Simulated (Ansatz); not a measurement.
Program: Ansatz 0.2.0.

A structure relaxed at PBE0-D4/def2-TZVP, charge 0, multiplicity 1:

```csv
atom,x (Å),y (Å),z (Å)
Si1,-0.466,1.689,0.541
O2,-0.113,0.376,-0.365
In3,0.411,-1.491,-0.065
S4,0.790,-2.871,-1.927
Cl5,0.609,-2.167,2.131
H6,0.557,2.747,0.319
H7,-1.798,2.222,0.146
H8,-0.498,1.360,1.994
H9,0.507,-1.866,-2.775
```

Q: Give its formula and SMILES.

A: ClH4InOSSi, `[SiH3][O][In]([SH])[Cl]`.

Q: Summarise the bond lengths by kind.

A: 1 × O–Si 1.635 Å; 3 × H–Si 1.488 to 1.490 Å; 1 × In–O 1.962 Å; 1 × In–S 2.349 Å; 1 × Cl–In 2.306 Å; 1 × H–S 1.346 Å.
